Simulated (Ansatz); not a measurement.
Consider the ligand exchange at the Si–C bond: `CO[SiH2]CF` + `N[SiH2]F` → `CO[SiH2]N[SiH2]F` + `CF`.

Isolated molecules relaxed with PBE0-D4/def2-TZVP in Ansatz; ΔE leaves out vibrations. CBS: MP2 limit from def2 TZ/QZ plus the TZ coupled-cluster correction, frozen cores. This one scheme is used for every species. DFT in def2-TZVPP. One conformer a species, not always the lowest.

| species | PBE0 energy (Eh) |
| --- | --- |
| `CO[SiH2]CF` | -544.71982 |
| `N[SiH2]F` | -446.38420 |
| `CO[SiH2]N[SiH2]F` | -851.48012 |
| `CF` | -139.65488 |

Work out ΔE.

ΔE = (-851.48012) + (-139.65488) − (-544.71982) − (-446.38420) = -0.03098 Eh = -81.3 kJ/mol. CCSD(T)/CBS gives -89.5 kJ/mol.

Largest T1 diagnostic among the species: 0.011.

From PBE to PBE0 (25 % exact exchange), in def2-TZVPP and without D4, ΔE moves by −6.0 kJ/mol. The D4 term adds −3.6 kJ/mol with B3LYP and −2.1 kJ/mol with PBE0; it sums over pairs of atoms, weighted by their polarisabilities, and B3LYP, whose exchange is more repulsive, gets the larger term.

B3LYP here is the variant with VWN-RPA as its local correlation; programs differ in this.
